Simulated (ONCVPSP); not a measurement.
**Cr (Z = 24): excitation energies, all-electron against ONCV**

- Element: chromium
- Generator: ONCVPSP 4.0.1
- Type: optimised norm-conserving Vanderbilt (ONCV)
- Functional: LDA (Perdew-Wang 92)
- Relativity: scalar-relativistic
- Frozen core: [Ne]
- Valence charge: 14
- Reference configuration: 3s2 3p6 3d5 4s0.5 4p0.5
- Partial waves: 3s+4s: rc 1.65 bohr, ncon 3, nbas 6, qcut 6.6 1/bohr, 2 projectors; 3p+4p: rc 1.90 bohr, ncon 3, nbas 7, qcut 6.8 1/bohr, 3 projectors, debl 3.3 Ha; 3d: rc 2.00 bohr, ncon 4, nbas 8, qcut 6.3 1/bohr, 1 projector; f scattering state at 0.03 Ha: rc 2.00 bohr, ncon 5, nbas 8, qcut 5.3 1/bohr, 3 projectors, debl 3.6 Ha
- Local potential: polynomial inside 1.65 bohr (lpopt 5, dvloc0 2 Ha)
- Core correction: none

Energies are relative to the spin-unpolarised reference configuration 3s2 3p6 3d5 4s0.5 4p0.5; without spin polarisation the order of configurations can differ from experiment.

```json
{"valence configuration": "3s2 3p6 3d5 4s1 4p0", "charge": "0", "ΔE all-electron (eV)": "-1.575", "error AE − PS (meV)": "+0.8"}
{"valence configuration": "3s2 3p6 3d5 4s0 4p0", "charge": "+1", "ΔE all-electron (eV)": "5.558", "error AE − PS (meV)": "+5.7"}
{"valence configuration": "3s2 3p6 3d4 4s0 4p0", "charge": "+2", "ΔE all-electron (eV)": "21.902", "error AE − PS (meV)": "-8.1"}
{"valence configuration": "3s1 3p6 3d5 4s1 4p0", "charge": "+1", "ΔE all-electron (eV)": "78.300", "error AE − PS (meV)": "-697"}
```

Note: no bound ghost flagged; GHOST(+) flagged for s at 9.2 eV.
